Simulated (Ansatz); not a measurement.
One change: `FB(F)I` becomes `[F][Ga]([F])[I]`.

Ansatz, PBE0-D4/def2-TZVP geometries, multiplicity 1. 

Elements past krypton have def2 core potentials. Scalar relativity is left out up to krypton.

```
                                                                                  property  `FB(F)I`
                                                         HOMO energy (PBE/def2-TZVPP) / eV     -6.94
                                                        HOMO energy (PBE0/def2-TZVPP) / eV     -8.14
ideal-gas entropy at 298 K and 1 bar (rigid rotor, harmonic PBE0-D4/def2-TZVP) / J/(mol·K)       296
                                                     HOMO energy (ωB97M-V/def2-TZVPP) / eV    -10.30
                                        size of the dipole moment (ωB97M-V/def2-TZVPP) / D      0.37
                                                         LUMO energy (PBE/def2-TZVPP) / eV     -1.64
```

Problem. Give the same properties after the change, and the shifts. (Best estimate.)

Solution. Ansatz gave: 
```
                                                                                  property  `[F][Ga]([F])[I]`  shift
                                                         HOMO energy (PBE/def2-TZVPP) / eV              -7.40  -0.46
                                                        HOMO energy (PBE0/def2-TZVPP) / eV              -8.60  -0.46
ideal-gas entropy at 298 K and 1 bar (rigid rotor, harmonic PBE0-D4/def2-TZVP) / J/(mol·K)                333     37
                                                     HOMO energy (ωB97M-V/def2-TZVPP) / eV             -10.74  -0.44
                                        size of the dipole moment (ωB97M-V/def2-TZVPP) / D               2.03   1.66
                                                         LUMO energy (PBE/def2-TZVPP) / eV              -3.20  -1.56
```

With PBE0 the HOMO falls by 0.46 eV and the LUMO falls by 1.62 eV, so the gap narrows by about 1.16 eV. PBE moves the HOMO by -0.46 eV and ωB97M-V by -0.44 eV. Dipoles are sizes alone; their direction can turn.

Spin–orbit coupling is left out; it splits and shifts lone-pair levels of the heavy atoms by tenths of an eV.
